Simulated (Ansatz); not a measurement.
A nudged elastic band was laid between two geometries of CH$_{7}$BN$_{2}$ (11 atoms, charge 0, multiplicity 1).

Computed with Ansatz 0.2.0, RKS PBE-D4/STO-3G.

| Item | Value |
| --- | --- |
| movable images | 7 |
| climbing image | yes |
| spring | 5.0 eV/Å² |
| optimiser | quadratic models (default) |
| start path | through a guess of the saddle point |
| force threshold | 0.03 eV/Å |
| iteration limit | 60 |
| end points | relaxed |

Image 0:

```xyz
11
Properties=species:S:1:pos:R:3
C -0.699 1.184 -0.168
B 0.104 -0.182 0.029
N 0.105 -0.831 1.289
N 0.822 -0.741 -1.060
H -1.352 1.153 -1.060
H -1.339 1.421 0.700
H -0.011 2.040 -0.308
H 0.611 -1.719 1.501
H -0.406 -0.460 2.117
H 0.852 -0.302 -2.004
H 1.379 -1.621 -1.016
```

Image 8:

```xyz
11
Properties=species:S:1:pos:R:3
C -0.695 1.186 -0.166
B 0.112 -0.177 0.031
N 0.056 -0.863 1.271
N 0.878 -0.705 -1.040
H -1.536 1.060 -0.875
H -1.123 1.560 0.781
H -0.054 1.988 -0.577
H 0.544 -1.762 1.477
H -0.492 -0.515 2.085
H 0.950 -0.239 -1.968
H 1.426 -1.591 -0.999
```

**Question.** What changes between the two ends?

**Answer.** No bond is made or broken. The height of N3 over the plane of its neighbours goes from 0.00 to 0.00 Å. The two ends are copies of one structure, up to a mirror image or an exchange of like atoms.

**Question.** What energy profile does the band end with?

**Answer.** The forces met the threshold. The highest image is number 4 of 0 to 8, 0.000 eV above the ends, which have the same energy within 2 meV. The top lies less than 8 meV above the higher end, about what the thresholds resolve: that end is a shoulder or a very shallow well. A vibrational analysis at the climbing image gives no mode beyond 40i cm⁻¹: the surface is too flat there to confirm a saddle point. Limits of this set-up: minimal basis.

```csv
image,path coordinate (Å),energy (eV),height of N3 over the plane of its neighbours (Å)
0,0.00,0.000,0.00
1,0.09,0.000,0.00
2,0.19,0.000,0.00
3,0.28,0.000,0.00
4,0.37,0.000,0.01
5,0.41,0.000,0.00
6,0.45,0.000,0.00
7,0.49,0.000,0.00
8,0.53,0.000,0.00
```

**Question.** What is the geometry of the highest image?

**Answer.** 
```xyz
11
Properties=species:S:1:pos:R:3:forces:R:3
C -0.696 1.188 -0.164 0.00 0.00 -0.01
B 0.109 -0.178 0.029 0.00 0.02 0.00
N 0.065 -0.858 1.272 0.02 -0.01 -0.01
N 0.867 -0.710 -1.046 0.00 -0.03 0.01
H -1.489 1.090 -0.930 0.00 0.00 0.00
H -1.184 1.521 0.769 0.00 0.00 0.00
H -0.034 2.009 -0.498 0.00 0.00 0.00
H 0.567 -1.749 1.481 0.00 -0.01 0.00
H -0.462 -0.501 2.096 -0.01 0.01 0.00
H 0.916 -0.266 -1.986 0.00 0.01 0.02
H 1.406 -1.603 -1.003 0.00 0.01 -0.01
```

The run took 76 s on 1 thread of Intel(R) Xeon(R) Platinum 8488C (Sapphire Rapids), with other jobs on the host, peak memory 0.11 GiB.
